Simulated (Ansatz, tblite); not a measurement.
Forces on the cluster Ag₃H₃⁺ at its B3LYP-D4/def2-TZVP geometry. Charge 1, multiplicity 2.

In the def2 sets Ag takes a core potential; there is no spin–orbit coupling. The xTB rows come from tblite. No other spin state of charge 1 was run. Another isomer (doublet) lies 1.03 eV lower at PBE0-D4/def2-TZVP; other spin states weren't run for this one.

GFN1-xTB (tblite), largest force 0.84 eV/Å:

```xyz
6
positions Å, forces eV/Å
Ag    0.442    1.284   -2.148    0.004   -0.232    0.384
Ag   -0.993   -1.481    2.509    0.283    0.143   -0.253
Ag   -0.159   -0.083    0.145    0.081   -0.030    0.045
H     1.379    0.472   -0.862   -0.748    0.058   -0.051
H     0.365   -0.968    1.576   -0.371    0.281   -0.440
H    -1.034    0.776   -1.220    0.751   -0.219    0.316
```

GFN2-xTB (tblite), largest force 0.27 eV/Å:

```
Ag 0.089 0.085 -0.145
Ag 0.092 0.038 -0.068
Ag 0.101 -0.083 0.131
H 0.174 0.004 -0.017
H -0.235 0.031 -0.037
H -0.222 -0.075 0.137
```

PBE-D4/def2-TZVP (Ansatz), largest force 0.27 eV/Å:

```
Ag -0.042 -0.135 0.226
Ag 0.070 0.106 -0.180
Ag 0.015 0.021 -0.035
H -0.063 -0.005 0.012
H 0.008 0.003 -0.005
H 0.013 0.010 -0.018
```
